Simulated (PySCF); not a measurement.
# Correlation energy of Cl+ (chlorine, charge +1)

[Ne] 3s1 3p5, high-spin 3P determinant (an excited configuration). All numbers are calculated (PySCF 2.14, the spin-free X2C one-electron Hamiltonian (Gaussian nucleus), in x2c-TZVPPall with one added diffuse shell each of s, p, d type (6s6p4d1f, 51 functions)). Frozen: 1s2; 14 electrons correlated.

```json
{"level": "CCSD", "correlation energy (mhartree)": "-395.56"}
{"level": "(T)", "correlation energy (mhartree)": "-23.93"}
{"level": "CCSD(T)", "correlation energy (mhartree)": "-419.49"}
```

Diagnostics: T1 = 0.012, D1 = 0.0394, largest double amplitude 0.179.

A double-excitation amplitude exceeds 0.15, a sign of near-degeneracy.

Cost of the coupled-cluster step: roughly 7 core-seconds, for 14 correlated electrons.

Iterations:

```
CC2 = 0
CCSD nocc = (np.int64(8), np.int64(6)), nmo = (50, 50)
frozen orbitals [[0], [0]]
max_cycle = 100
direct = 0
conv_tol = 1e-08
conv_tol_normt = 1e-06
diis_space = 8
diis_start_cycle = 0
Init t2, MP2 energy = -0.338914950834803
Init E_corr(UCCSD) = -0.338914950852028
cycle = 1  E_corr(UCCSD) = -0.364092905670932  dE = -0.0251779548  norm(t1,t2) = 0.111583
cycle = 2  E_corr(UCCSD) = -0.377376973270853  dE = -0.0132840676  norm(t1,t2) = 0.0708836
cycle = 3  E_corr(UCCSD) = -0.396234828005269  dE = -0.0188578547  norm(t1,t2) = 0.0458876
cycle = 4  E_corr(UCCSD) = -0.394327408514484  dE = 0.00190741949  norm(t1,t2) = 0.00687612
cycle = 5  E_corr(UCCSD) = -0.395805025289091  dE = -0.00147761677  norm(t1,t2) = 0.0041124
cycle = 6  E_corr(UCCSD) = -0.395578265522614  dE = 0.000226759766  norm(t1,t2) = 0.00187921
cycle = 7  E_corr(UCCSD) = -0.395507783241526  dE = 7.04822811e-05  norm(t1,t2) = 0.000905275
cycle = 8  E_corr(UCCSD) = -0.395573553085532  dE = -6.5769844e-05  norm(t1,t2) = 0.000292445
cycle = 9  E_corr(UCCSD) = -0.395545508674337  dE = 2.80444112e-05  norm(t1,t2) = 0.000129749
cycle = 10  E_corr(UCCSD) = -0.395561348109533  dE = -1.58394352e-05  norm(t1,t2) = 5.83749e-05
cycle = 11  E_corr(UCCSD) = -0.395557910296694  dE = 3.43781284e-06  norm(t1,t2) = 1.40096e-05
cycle = 12  E_corr(UCCSD) = -0.395558056854167  dE = -1.46557473e-07  norm(t1,t2) = 4.6064e-06
cycle = 13  E_corr(UCCSD) = -0.395558109738836  dE = -5.28846687e-08  norm(t1,t2) = 5.67495e-06
cycle = 14  E_corr(UCCSD) = -0.395557992396899  dE = 1.17341936e-07  norm(t1,t2) = 9.19872e-07
cycle = 15  E_corr(UCCSD) = -0.395558011884677  dE = -1.94877776e-08  norm(t1,t2) = 2.69561e-07
cycle = 16  E_corr(UCCSD) = -0.39555801085545  dE = 1.02922659e-09  norm(t1,t2) = 1.34854e-07
UCCSD converged
E(UCCSD) = -460.3197473173665  E_corr = -0.3955580108554504
UCCSD(T) correction = -0.0239268469634083
```

This basis was not built for core-valence correlation, so the inner-shell part is incomplete.
